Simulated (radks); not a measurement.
Values are calculated unless marked as measured or tabulated.
Co, configuration [Ar] 3d7 4s2. Code: a radial shooting solver on a logarithmic mesh with Libxc functionals. Model: non-relativistic Kohn-Sham, Slater X-alpha with alpha = 0.752, spin-unpolarised, spherical densities, point nucleus. Some entries of the table are withheld. Estimate them.

orbital,occ.,eigenvalue (hartree),<r^2> (bohr^2)
1s,2,-276.5212,0.004345
2s,2,(1),(2)
2p,6,-28.35619,0.06255
3s,2,-3.67453,(3)
3p,6,-2.40731,(4)
3d,7,-0.32475,1.472
4s,2,-0.18771,9.878

Answer. 
(1) 2s eigenvalue (hartree): -32.56445
(2) 2s <r^2> (bohr^2): 0.07888
(3) 3s <r^2> (bohr^2): 0.7065
(4) 3p <r^2> (bohr^2): 0.7885
